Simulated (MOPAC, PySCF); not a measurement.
C10H9BS, SMILES `Bc1cc2ccsc2cc1C=C`, neutral singlet in the gas phase. 

Z-matrix (Å, degrees):
```
C
C 1 1.4068
H 2 1.0930 1 118.98
C 2 1.4029 3 119.10 1 177.84
C 4 1.4213 2 118.07 3 -178.70
C 5 1.3978 4 121.58 2 -1.24
H 6 1.0924 5 120.32 4 -177.97
C 6 1.3990 7 119.86 5 -178.32
C 4 1.4415 2 130.05 3 0.88
C 9 1.3617 4 112.65 2 -179.66
H 10 1.0892 9 127.68 4 -179.98
H 9 1.0907 10 123.70 11 0.04
C 8 1.4690 6 117.38 7 3.26
C 13 1.3414 8 126.38 6 148.14
H 14 1.0930 13 122.08 8 -1.12
H 14 1.0930 15 116.83 13 178.60
H 13 1.0966 14 118.21 15 175.38
B 1 1.5389 2 115.80 3 10.77
H 18 1.2033 1 122.26 2 151.77
H 18 1.2088 19 118.76 1 175.04
S 5 1.7474 6 127.21 7 0.95
```
Charge 0, spin multiplicity 1.

All levels are single points at this geometry (B3LYP-D3(BJ)/def2-SVP); Pople sets use spherical d functions. Orbital energies aren't observables, and empty levels follow the basis.

```json
[
 {"level": "TPSSh-D3(BJ)/def2-TZVP in PySCF", "HOMO (eV)": "-5.81", "LUMO (eV)": "-2.22", "gap (eV)": "3.59", "dipole (D)": "1.67", "vertical IE, Delta-SCF (eV)": "7.68"},
 {"level": "B3LYP/3-21G in PySCF", "HOMO (eV)": "-6.02", "LUMO (eV)": "-1.78", "gap (eV)": "4.25", "dipole (D)": "1.43", "vertical IE, Delta-SCF (eV)": "–"},
 {"level": "B3LYP/6-31G* in PySCF", "HOMO (eV)": "-5.88", "LUMO (eV)": "-1.69", "gap (eV)": "4.19", "dipole (D)": "1.59", "vertical IE, Delta-SCF (eV)": "7.58"},
 {"level": "PBE/6-31G* in PySCF", "HOMO (eV)": "-5.24", "LUMO (eV)": "-2.39", "gap (eV)": "2.85", "dipole (D)": "1.81", "vertical IE, Delta-SCF (eV)": "7.49"},
 {"level": "SVWN5/6-31G* in PySCF", "HOMO (eV)": "-5.41", "LUMO (eV)": "-2.62", "gap (eV)": "2.79", "dipole (D)": "1.90", "vertical IE, Delta-SCF (eV)": "7.69"},
 {"level": "HF/3-21G in PySCF", "HOMO (eV)": "-8.02", "LUMO (eV)": "1.73", "gap (eV)": "9.75", "dipole (D)": "0.76", "vertical IE, Delta-SCF (eV)": "–"},
 {"level": "HF/6-31G* in PySCF", "HOMO (eV)": "-7.80", "LUMO (eV)": "1.88", "gap (eV)": "9.69", "dipole (D)": "0.94", "vertical IE, Delta-SCF (eV)": "–"},
 {"level": "PM3 in MOPAC", "HOMO (eV)": "-8.84", "LUMO (eV)": "-1.04", "gap (eV)": "7.80", "dipole (D)": "0.69", "vertical IE, Delta-SCF (eV)": "–"},
 {"level": "PM6 in MOPAC", "HOMO (eV)": "-8.67", "LUMO (eV)": "-0.93", "gap (eV)": "7.74", "dipole (D)": "0.20", "vertical IE, Delta-SCF (eV)": "–"}
]
```
